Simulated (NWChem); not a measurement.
## hydrogen iodide (HI) in NWChem

```xyz
2

I      0.0000     0.0000     0.0302
H      0.0000     0.0000    -1.6026
```
Charge 0, spin multiplicity 1.

The numbers come from NWChem runs, not from measurements. The geometry was optimised at PBE/def2-SVP with def2 effective core potentials on I, a minimum by its harmonic frequencies.

The field's frequency is 0.0773 Ha (589 nm).

Effective core potentials replace the inner electrons of I; spin-orbit coupling is left out.

**Question.** Give the polarisability tensor in bohr³ at PBE0/def2-SVPD with def2 effective core potentials on I, in the frame of the coordinates, and its isotropic mean.

**Answer.** 
```
37.12   0.00   0.00
 0.00  37.12   0.00
 0.00   0.00  39.04
```
Mean (one third of the trace): 37.76 bohr³.
